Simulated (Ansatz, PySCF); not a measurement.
Here is a job for PySCF.
```python
from pyscf import gto, scf, dft

mol = gto.Mole()
mol.atom = '''
    Mg    0.00000000    0.00000000    0.00000000
    F     0.00000000    0.00000000    1.79816197
    F    -0.00000000   -0.00000000   -1.79816197
'''
mol.basis = 'def2-svpd'
mol.charge = -1
mol.spin = 1
mol.verbose = 4
mol.build()

mf = dft.UKS(mol)
mf.xc = 'r2scan'
mf.grids.atom_grid = (99, 590)
mf.grids.prune = None
mf.kernel()
```

Question: Convert this to an input for Ansatz (an electronic-structure program).

Answer: One answer among several that fit: 
Ansatz 0.2 input:
```yaml
crystal:
  periodic: [false, false, false]
  atoms:
    - {symbol: Mg, position_ang: [0.00000000, 0.00000000, 0.00000000]}
    - {symbol: F, position_ang: [0.00000000, 0.00000000, 1.79816197]}
    - {symbol: F, position_ang: [-0.00000000, -0.00000000, -1.79816197]}
basis:
  gaussian:
    orbitals: def2-SVPD
hamiltonian:
  xc: r2scan
total_charge: -1
magnetization: {spin_polarized: true, initial_magnetization: 1}
accuracy: high
```

Both were run: PySCF gave -399.592395 Eh and Ansatz -399.592394 Eh, 0.001 mEh apart.
